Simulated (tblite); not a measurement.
Species: C4H13P2S (charge +1).
SMILES with atom numbers: `[CH3:1][S:2][CH2:3][PH:4][PH+:5]([CH3:6])[CH3:7]` (hydrogens: H8, H9, H10 on C1; H11, H12 on C3; H13 on P4; H14 on P5; H15, H16, H17 on C6; H18, H19, H20 on C7)

Structure optimised with GFN2-xTB, isolated species.

(1) List the bond lengths, angles and torsions at this level.

Results:

(1) 
```json
{"bond": "C1–S2", "length (Å)": "1.808"}
{"bond": "S2–C3", "length (Å)": "1.831"}
{"bond": "C3–P4", "length (Å)": "1.862"}
{"bond": "P4–P5", "length (Å)": "2.191"}
{"bond": "P5–C6", "length (Å)": "1.821"}
{"bond": "P5–C7", "length (Å)": "1.810"}
{"bond": "C1–H8, C1–H9, C1–H10", "length (Å)": "1.086"}
{"bond": "C3–H11, C3–H12", "length (Å)": "1.092"}
{"bond": "P4–H13", "length (Å)": "1.407"}
{"bond": "P5–H14", "length (Å)": "1.385"}
{"bond": "C6–H15 and 5 like bonds", "length (Å)": "1.090"}
```

Bonds in one row agree within 0.01 Å and their mean is given. A selection of angles:
```json
{"angle": "S2–C1–H8", "degrees": "109.7"}
{"angle": "S2–C1–H9", "degrees": "106.5"}
{"angle": "H8–C1–H9", "degrees": "110.2"}
{"angle": "H8–C1–H10", "degrees": "111.2"}
{"angle": "C1–S2–C3", "degrees": "99.8"}
{"angle": "S2–C3–P4", "degrees": "107.5"}
{"angle": "S2–C3–H11", "degrees": "108.7"}
{"angle": "P4–C3–H11", "degrees": "108.8"}
{"angle": "P4–C3–H12", "degrees": "112.8"}
{"angle": "H11–C3–H12", "degrees": "109.4"}
{"angle": "C3–P4–P5", "degrees": "98.0"}
{"angle": "C3–P4–H13", "degrees": "96.4"}
{"angle": "P5–P4–H13", "degrees": "90.1"}
{"angle": "P4–P5–C6", "degrees": "121.6"}
{"angle": "P4–P5–C7", "degrees": "112.5"}
{"angle": "P4–P5–H14", "degrees": "103.1"}
{"angle": "C6–P5–C7", "degrees": "109.7"}
{"angle": "C6–P5–H14", "degrees": "104.2"}
{"angle": "P5–C6–H15", "degrees": "109.1"}
{"angle": "H15–C6–H16", "degrees": "109.3"}
```

Dihedral angles: C1–S2–C3–P4 -173° (antiperiplanar); S2–C3–P4–P5 -51° (synclinal); C3–P4–P5–C6 -36° (synclinal). The mirror-image conformer, all signs reversed, is as good.

P5 (phosphorus bonded to 2 C, P and H) is distorted tetrahedral (angles from 103.1° to 121.6°). P4 (three-coordinate phosphorus) is pyramidal (angles 98.0°, 96.4° and 90.1°, sum 284.4°, 0.92 Å off the plane of its three neighbours). The C–S distances run from 1.808 Å (C1–S2, drawn single) to 1.831 Å (S2–C3, drawn single), a spread of 0.023 Å. The 3 C–P bonds span 1.810 Å (P5–C7, drawn single) to 1.862 Å (C3–P4, drawn single), a spread of 0.052 Å. Of the pairs four or more bonds apart, S2···H18 is among the closest relative to their van der Waals radii: 2.84 Å, 95 % of the sum of Bondi's values.

Point group: C1 (no symmetry element, even within 0.4 Å). Its GFN2-xTB frequencies are all real (lowest 33 cm⁻¹). 3 starts were optimised and ended at 0.00, 2.07 and 2.59 kcal/mol (GFN2-xTB); the lowest of these is shown.

These are computed values.
